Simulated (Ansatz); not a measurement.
Job for Ansatz (a first-principles code): R-CCSD(T)/cc-pVTZ on CH7GeN (SMILES [CH3][GeH2][NH2]), a point of a torsion scan. The run froze 16 orbitals, filled d shells among them.

Ansatz 0.2 input:
```yaml
crystal:
  periodic: [false, false, false]
  atoms:
    - {symbol: C, position_ang: [1.34559435, 0.53637614, -0.03909107]}
    - {symbol: Ge, position_ang: [-0.14613382, -0.77779849, -0.05058393]}
    - {symbol: N, position_ang: [-1.24392684, -0.70238431, 1.39497498]}
    - {symbol: H, position_ang: [2.30838179, 0.03503143, -0.06607601]}
    - {symbol: H, position_ang: [1.28867177, 1.19963049, -0.89694945]}
    - {symbol: H, position_ang: [1.31177392, 1.14777522, 0.85947047]}
    - {symbol: H, position_ang: [0.35950052, -2.19112620, -0.06397863]}
    - {symbol: H, position_ang: [-1.05809559, -0.57237182, -1.22509809]}
    - {symbol: H, position_ang: [-1.76664237, 0.15525097, 1.50917193]}
    - {symbol: H, position_ang: [-0.81984113, -0.92624111, 2.28479308]}
basis:
  gaussian:
    orbitals: cc-pVTZ
magnetization: {spin_polarized: false}
correlation: {method: ccsd_t, electrons: outside_noble_gas}
scf: {lower_state_search: off}
```

It printed:

```
WARN ansatz: RAYON_NUM_THREADS=1 ignored (pool sized by the plan → 1); use --threads N
Functional definition: HF
these checks for a lower state are left out or cut short: stability, starts, cluster_reference, orbital_swaps, neighbouring_geometries, increment
integrals: 0.83 GiB planned
1152 factors; integrals over basis functions are off by at most 1.0e-3 eV
mean field: 0.60 GiB planned
mean field evaluation 1: about -59095.4690 eV, gradient 3.9e1 eV
mean field evaluation 2: about -59095.5417 eV, gradient 3.9e1 eV
mean field evaluation 4: about -59098.8685 eV, gradient 3.2e0 eV
mean field evaluation 8: about -59098.9079 eV, gradient 1.8e-1 eV
mean field -59098.90809371 eV, -2171.8448137654 hartree, gradient 2.7e-6 eV, S^2 0.000000; 0 other end points of the search recorded, 0 dependent functions left out
16 core orbitals not correlated
reference -59098.90809371 eV, -2171.8448137654 hartree; 10, 10 occupied and 175, 175 virtual orbitals, 1152 factors
second order -14.30217676 eV of doubles, -0.00000000 eV of singles
coupled cluster: 1.01 GiB planned
cycle   1  -14.92768577 eV  change   -6.3e-1 eV  update   7.5e-2
cycle   2  -15.29564222 eV  change   -3.7e-1 eV  update   2.2e-2
cycle   3  -15.35159340 eV  change   -5.6e-2 eV  update   9.1e-3
cycle   4  -15.34824443 eV  change    3.3e-3 eV  update   2.1e-3
cycle   5  -15.34843263 eV  change   -1.9e-4 eV  update   1.0e-3
cycle   6  -15.34844823 eV  change   -1.6e-5 eV  update   2.9e-4
cycle   7  -15.34836318 eV  change    8.5e-5 eV  update   1.2e-4
cycle   8  -15.34836965 eV  change   -6.5e-6 eV  update   4.8e-5
cycle   9  -15.34837316 eV  change   -3.5e-6 eV  update   1.7e-5
perturbative correction -0.54461341 eV, -0.0200141736 hartree
Total energy: -59114.80108029 eV, -2172.4288702492 hartree
Checks for a lower state left out: stability, starts, cluster_reference, orbital_swaps, neighbouring_geometries, increment
```

The calculation finished and met its thresholds.

Cost: around 100 core-seconds (rough).
